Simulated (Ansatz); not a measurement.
`[CH3][Mo]([F])(=[S])=[S]` + HCl → `[CH3][Mo](=[S])(=[S])[Cl]` + H–F at 700 K and 1 bar (ligand exchange at a Mo–F bond).

Gas-phase electronic energies from Ansatz, PBE0-D4/def2-TZVP geometries. CCSD(T)/CBS is the MP2 limit (def2-TZVPP, def2-QZVPP) plus CCSD(T) − MP2 in def2-TZVPP, frozen cores. This one scheme is used for every species. def2 core potentials past Kr. For Mo outer-core shells are correlated without core-valence functions, which leaves a few kJ/mol of doubt a bond.

```csv
species,CCSD(T)/CBS energy (Eh),H − E (kJ/mol),S (J/(mol·K))
`[CH3][Mo]([F])(=[S])=[S]`,-1003.45925,181.5,468.2
HCl,-460.38127,38.4,211.8
`[CH3][Mo](=[S])(=[S])[Cl]`,-1363.45399,180.7,481.8
H–F,-100.39570,45.2,198.5
```

H − E and S are ideal-gas, rigid-rotor, harmonic terms from PBE0-D4/def2-TZVP. 1 Eh = 2625.50 kJ/mol, R = 8.31446 J/(mol·K).

Problem. By hand: ΔE, ΔH, ΔS and ΔG.

Solution. ΔE = (-1363.45399) + (-100.39570) − (-1003.45925) − (-460.38127) = -0.00917 Eh = -24.1 kJ/mol. Δ(H − E) = 180.7 + 45.2 − 181.5 − 38.4 = 6.0, so ΔH = -18.1 kJ/mol. ΔS = 481.8 + 198.5 − 468.2 − 211.8 = 0.3 J/(mol·K). ΔG = -18.1 − 700 × (0.3)/1000 = -18.3 kJ/mol.

Problem. By hand: the equilibrium constant, and the temperature at which ΔG would vanish if ΔH and ΔS stayed fixed.

Solution. log₁₀ K = −ΔG/(RT ln 10) = 1.4. ΔH and −TΔS have one sign here, so there is no such temperature.

The number of gas molecules stays the same, so ΔS is small and ΔH decides. A doubt of 5 kJ/mol in ΔE shifts log₁₀ K by 0.4 here. These are equilibria of isolated gas molecules and say nothing of rates. Largest T1 diagnostic: 0.025 (customary marks: 0.02 for closed shells, 0.045 for open ones).

ΔS is within the doubt of such terms, so its sign, and with it that verdict, could turn.
